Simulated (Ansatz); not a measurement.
Caution, from a PySCF single point (PBE0-D3(BJ)/def2-TZVPD) at this geometry: the highest occupied level lies above zero, so the state may not be bound. Caution, from a PySCF single point (PBE0-D3(BJ)/def2-TZVPD) at this geometry: the restricted solution is unstable towards spin-unrestricted or complex orbitals, so a lower solution exists and this singlet may not be the ground state. This singlet is an excited state, 0.21 eV above the relaxed triplet at the level B3LYP/aug-cc-pVTZ // PBE0-D3(BJ)/def2-TZVPD (Ansatz, a quantum-chemistry and plane-wave program).

A geometry relaxed with PBE0-D3(BJ)/def2-TZVPD (Ansatz), charge -1, multiplicity 1:

```xyz
10

Si     1.8564    -0.5686    -0.0638
H      2.9300     0.4477    -0.3403
B      0.4164     0.2555     1.0146
H     -3.0843     0.5140     0.1795
C     -1.0281     0.1932     0.6915
H     -1.2895    -0.8241     1.0540
C     -2.0779     0.9177     0.2120
H     -1.9478     1.9323    -0.1523
H      1.6705    -1.2131    -1.4385
H      2.5543    -1.6546     0.7083
```

Write the SMILES of this molecule.

`C=C[B-][SiH3]`
